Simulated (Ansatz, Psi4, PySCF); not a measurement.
H$_{4}$Al (SMILES [AlH4-]), charge -1, singlet, at a GFN2-xTB geometry (such geometries of metal compounds can be far from the true shape). Base run: CCSD(T)/aug-cc-pVDZ (PySCF).

The PySCF input:
```python
from pyscf import gto, scf, cc

mol = gto.M(
    atom='''
Al    0.000000    0.000000    0.000000
H     1.189264   -0.207851    1.091787
H    -1.184882    0.904432    0.653920
H    -0.599867   -1.450317   -0.431617
H     0.595484    0.753737   -1.314090
''',
    basis='aug-cc-pvdz',
    charge=-1,
    spin=0,
    verbose=4,
)

mf = scf.RHF(mol)
mf.kernel()

mycc = cc.CCSD(mf)
mycc.kernel()
et = mycc.ccsd_t()
print('E(CCSD(T)) = %.10f' % (mycc.e_tot + et))
```

The same geometry, method and basis name were run in Ansatz (a first-principles code) and Psi4 and PySCF, at each program's defaults and at the settings that a row names. The base is PySCF at its defaults. Differences at the defaults can come from grids, fitting, cores and function types together.

| code and settings | ΔE vs base (µEh) | basis functions | E (Eh) | SCF cycles |
|---|---|---|---|---|
| PySCF, defaults (exact integrals, spherical functions, all electrons correlated) | 0.0 | 63 | -244.39131 | 7 |
| Psi4, defaults (exact integrals, spherical functions, all electrons correlated) | 0.0 | 63 | -244.39131 | 8 |
| Ansatz, defaults (factorised integrals, spherical functions, frozen core) | 9334 | 63 | -244.38197 | - |
| PySCF, frozen core | 9333 | 63 | -244.38197 | 7 |
| Psi4, exact integrals, spherical functions, frozen core | 9333 | 63 | -244.38197 | 8 |
| Ansatz, high accuracy, frozen core | 9333 | 63 | -244.38197 | - |
